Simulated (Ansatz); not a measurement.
Computed with Ansatz.

Basis-set series for C2H7AlOS (`[CH3][AlH][O]CS`). Total charge 0; spin multiplicity 1. Geometry: relaxed with PBE0-D4/def2-TZVP. It is one conformer, not always the lowest.

```csv
functional,basis,functions,energy (Eh),HOMO (eV),LUMO (eV)
PBE0-D4,def2-SVP,113,-795.57307,-7.32,-0.11
PBE0-D4,def2-TZVPP,275,-795.97802,-7.40,-0.48
ωB97M-V,def2-SVP,113,-795.88306,-9.56,1.84
ωB97M-V,def2-TZVPP,275,-796.29369,-9.65,1.35
```

Task: Give the rows for def2-QZVPP. (An estimate is asked.)

Result: The calculation gave: 
```json
{"functional": "PBE0-D4", "basis": "def2-QZVPP", "functions": "521", "energy (Eh)": "-796.00690", "HOMO (eV)": "-7.42", "LUMO (eV)": "-0.61"}
{"functional": "ωB97M-V", "basis": "def2-QZVPP", "functions": "521", "energy (Eh)": "-796.32128", "HOMO (eV)": "-9.68", "LUMO (eV)": "0.97"}
```

Positive LUMOs are unbound and depend on the basis.
